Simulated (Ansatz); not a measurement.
Consider the formal exchange of groups at the Si–Si bond: `F[SiH2][SiH2]Cl` + `[OH][SnH3]` → `[OH][SnH2][SiH2]Cl` + `F[SiH3]`.

Program: Ansatz. Geometries: PBE0-D4/def2-TZVP. ΔE: electronic, gas phase. CCSD(T)/CBS adds triple-zeta CCSD(T) − MP2 to the extrapolated MP2 energy (def2 sets, frozen cores). This one scheme is used for every species. DFT in def2-TZVPP. B3LYP here is the variant with VWN-RPA as its local correlation; programs differ in this. def2 core potentials past Kr. For Sn outer-core shells are correlated without core-valence functions, which leaves a few kJ/mol of doubt a bond. One conformer a species, not always the lowest.

| level | ΔE (eV) |
| --- | --- |
| PBE0-D4 | -0.27 |
| B3LYP-D4 | -0.31 |
| MP2/def2-QZVPP | -0.39 |
| HF/CBS(def2) | -0.30 |

(1) What does CCSD(T)/CBS give? (An estimate is asked.)

Largest T1 diagnostic among the species: 0.014.

Answers

(1) Ansatz gave: -0.35 eV. The listed levels differ from it by 0.08, 0.04, -0.04, 0.05 eV.
